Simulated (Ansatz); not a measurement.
This geometry of CH5FGe + H2 (10 atoms, charge 0, multiplicity 1) is a first-order saddle point.

Theory: Ansatz 0.2.0, RKS B3LYP-D4/def2-SVP.

```xyz
10
Properties=species:S:1:pos:R:3
Ge 0.158 -0.122 -0.328
F -0.629 -0.410 1.593
H 1.538 0.211 -0.963
C -0.873 1.542 -0.368
H -1.913 1.360 -0.069
H -0.427 2.272 0.323
H -0.836 1.956 -1.388
H -0.494 -1.327 -1.020
H 1.234 -1.091 0.897
H 0.446 -0.915 1.451
```

(1) Which two structures does it join? (They come from a converged band through this point; their orientation in space is the band's.)

(2) How far does it lie above each of them?

## Answers

(1) Bonds broken: Ge1–F2, H9–H10. Bonds formed: Ge1–H9, F2–H10. CH5FGe + H2 becomes CH6Ge + FH.

Initial state:

```xyz
10
Properties=species:S:1:pos:R:3
Ge -0.018 0.277 -0.613
F 0.027 -0.277 1.060
H 1.448 0.554 -1.004
C -1.128 1.880 -0.636
H -2.142 1.643 -0.283
H -0.693 2.651 0.016
H -1.194 2.277 -1.661
H -0.622 -0.886 -1.425
H 1.445 -2.616 2.500
H 1.081 -2.029 2.175
```

Final state:

```xyz
10
Properties=species:S:1:pos:R:3
Ge 0.547 0.014 -0.634
F -1.194 -1.029 1.846
H 1.738 0.503 -1.485
C -0.723 1.453 -0.234
H -1.450 1.075 0.497
H -0.199 2.321 0.192
H -1.251 1.767 -1.146
H -0.137 -1.171 -1.340
H 1.147 -0.520 0.702
H -0.274 -0.937 1.732
```

(2) 2.00 eV above the first and 1.56 eV above the second. This is the barrier of this one path; another mechanism may lie lower. The orbitals stay closed-shell, which can raise the energy where a bond breaks towards radicals; this wasn't checked here.

Time of the run: 10 min on 2 threads of Arm Neoverse N1, with other jobs on the host, peak memory 0.22 GiB.
